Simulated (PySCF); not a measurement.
Compound: C3H9BO3.
Atom-mapped SMILES: `[CH3:1][O:2][B:3]([O:4][CH3:5])[O:6][CH3:7]` (hydrogens: H8, H9, H10 on C1; H11, H12, H13 on C5; H14, H15, H16 on C7)

Method: PBE0-D3(BJ)/def2-TZVP geometry optimisation, gas phase (PySCF 2.14.0); density fitting, grid level 2; the optimiser is geomeTRIC in internal coordinates, started from a GFN2-xTB structure with every atom displaced at random (about 0.01 Å).

Step 4: E = -10071.3582 eV
```
atom  x, y, z in Å  |  force x, y, z in eV/Å
C1      2.2864   -0.8104    0.0827   -0.007   0.006   0.000
O2      1.3426    0.2374    0.1203   -0.001   0.009  -0.024
B3      0.0053   -0.0093    0.2000    0.001  -0.024   0.044
O4     -0.4526   -1.2931    0.2434    0.017   0.018   0.016
C5     -1.8359   -1.5600    0.3190    0.004  -0.001  -0.012
O6     -0.8817    1.0236    0.2408   -0.006   0.013  -0.029
C7     -0.4560    2.3683    0.2134   -0.002  -0.004   0.007
H8      2.6870   -0.9887    1.0844   -0.001  -0.007   0.002
H9      3.1048   -0.5076   -0.5723    0.004   0.000   0.002
H10     1.8462   -1.7369   -0.2903    0.001  -0.003  -0.003
H11    -2.3046   -1.4548   -0.6634   -0.010   0.003  -0.001
H12    -2.3370   -0.8847    1.0159   -0.003  -0.005   0.002
H13    -1.9568   -2.5886    0.6603   -0.004  -0.003  -0.004
H14    -0.4547    2.7797    1.2266    0.005   0.000   0.000
H15     0.5462    2.4655   -0.2076    0.004   0.003  -0.004
H16    -1.1616    2.9383   -0.3936   -0.003  -0.004   0.003
```

Step 5: E = -10071.3586 eV
```
atom  x, y, z in Å  |  force x, y, z in eV/Å
C1      2.2845   -0.8113    0.0815    0.004  -0.002   0.006
O2      1.3433    0.2383    0.1279   -0.007   0.010  -0.018
B3      0.0060   -0.0081    0.2111    0.012   0.015   0.004
O4     -0.4507   -1.2911    0.2565    0.008  -0.018   0.019
C5     -1.8337   -1.5606    0.3197   -0.016   0.002  -0.004
O6     -0.8814    1.0249    0.2449   -0.005   0.005  -0.017
C7     -0.4563    2.3697    0.2105   -0.002  -0.008  -0.007
H8      2.6822   -1.0019    1.0822   -0.001  -0.007  -0.001
H9      3.1057   -0.5035   -0.5682   -0.001   0.001   0.005
H10     1.8434   -1.7331   -0.3025    0.001   0.005  -0.001
H11    -2.2956   -1.4517   -0.6659   -0.002   0.002   0.006
H12    -2.3418   -0.8893    1.0157    0.000  -0.008  -0.002
H13    -1.9561   -2.5909    0.6556   -0.002   0.001  -0.006
H14    -0.4489    2.7843    1.2218    0.007   0.007   0.013
H15     0.5432    2.4655   -0.2172    0.001   0.004  -0.003
H16    -1.1662    2.9375   -0.3939    0.002  -0.009   0.005
```

Step 6: E = -10071.3592 eV
```
atom  x, y, z in Å  |  force x, y, z in eV/Å
C1      2.2817   -0.8112    0.0819    0.013  -0.010   0.009
O2      1.3436    0.2406    0.1379   -0.011   0.004  -0.018
B3      0.0061   -0.0061    0.2223    0.022   0.056  -0.002
O4     -0.4487   -1.2885    0.2751   -0.011  -0.053   0.009
C5     -1.8314   -1.5626    0.3225   -0.027   0.006  -0.002
O6     -0.8814    1.0274    0.2482   -0.003  -0.015  -0.008
C7     -0.4555    2.3714    0.2036   -0.002  -0.004  -0.014
H8      2.6658   -1.0271    1.0830   -0.005  -0.001  -0.003
H9      3.1126   -0.4923   -0.5499   -0.004   0.003   0.007
H10     1.8427   -1.7229   -0.3284    0.002   0.009  -0.001
H11    -2.2865   -1.4418   -0.6650    0.006   0.003   0.009
H12    -2.3481   -0.9027    1.0233    0.007  -0.004   0.000
H13    -1.9544   -2.5977    0.6437    0.005   0.003  -0.006
H14    -0.4284    2.7890    1.2134    0.008   0.005   0.013
H15     0.5360    2.4657   -0.2433   -0.004   0.002  -0.001
H16    -1.1766    2.9375   -0.3887    0.004  -0.003   0.005
```

Step 7: E = -10071.3606 eV
```
atom  x, y, z in Å  |  force x, y, z in eV/Å
C1      2.2780   -0.8101    0.0865    0.025  -0.020   0.023
O2      1.3438    0.2447    0.1540   -0.017  -0.007  -0.019
B3      0.0066   -0.0041    0.2401    0.023   0.098  -0.017
O4     -0.4454   -1.2863    0.3054   -0.012  -0.077  -0.004
C5     -1.8279   -1.5637    0.3303   -0.042   0.003   0.000
O6     -0.8826    1.0287    0.2505   -0.001  -0.039   0.000
C7     -0.4556    2.3712    0.1851    0.011   0.003  -0.010
H8      2.6210   -1.0796    1.0897   -0.008   0.005  -0.005
H9      3.1348   -0.4663   -0.4955   -0.009   0.002   0.008
H10     1.8514   -1.6983   -0.3845    0.002   0.014  -0.003
H11    -2.2783   -1.3993   -0.6533    0.014   0.004   0.016
H12    -2.3504   -0.9371    1.0570    0.009   0.000   0.001
H13    -1.9513   -2.6122    0.6043    0.009   0.007  -0.004
H14    -0.3737    2.7901    1.1916    0.005   0.004   0.012
H15     0.5123    2.4632   -0.3121   -0.013  -0.001  -0.001
H16    -1.2053    2.9379   -0.3695    0.004   0.002   0.004
```

**Question.** Estimate the geometry and energy of step 8. (The exact step hangs on the optimiser's Hessian estimate; all steps are aligned on step 7, rigid shifts and turns removed.)

**Answer.** E = -10071.3638 eV, largest force 0.135 eV/Å
```
atom  x, y, z in Å  |  force x, y, z in eV/Å
C1      2.2707   -0.8066    0.1042    0.040  -0.030   0.047
O2      1.3435    0.2541    0.1788   -0.025  -0.021  -0.022
B3      0.0070    0.0001    0.2652    0.018   0.132  -0.023
O4     -0.4379   -1.2824    0.3567   -0.027  -0.090  -0.034
C5     -1.8201   -1.5643    0.3510   -0.053  -0.004   0.000
O6     -0.8868    1.0291    0.2452    0.006  -0.068   0.012
C7     -0.4563    2.3675    0.1382    0.027   0.021  -0.001
H8      2.4977   -1.1959    1.1014   -0.014   0.020  -0.007
H9      3.1889   -0.4169   -0.3378   -0.011  -0.003   0.003
H10     1.8932   -1.6301   -0.5064    0.003   0.020  -0.010
H11    -2.2807   -1.2766   -0.5992    0.031   0.004   0.023
H12    -2.3398   -1.0387    1.1560    0.016   0.008   0.006
H13    -1.9391   -2.6394    0.4903    0.012   0.009   0.003
H14    -0.2306    2.7786    1.1262   -0.003  -0.005   0.005
H15     0.4370    2.4560   -0.4849   -0.025  -0.007  -0.001
H16    -1.2690    2.9441   -0.3051    0.005   0.015  -0.001
```

The energy changes by -0.0032 eV. The first-order estimate −F·Δx gives -0.0046 eV and the mean of the old and new forces, exact on a quadratic surface, -0.0028 eV. The step makes an angle of 86° with the force vector and moves no atom by more than 0.189 Å.

The cost below is that of the whole optimisation. Time: 4.3 min wall, 11 min CPU; peak memory 1.6 GiB. Hardware: Intel Xeon Platinum 8488C, 2 threads, shared host with 96 logical CPUs at a one-minute load of 50.
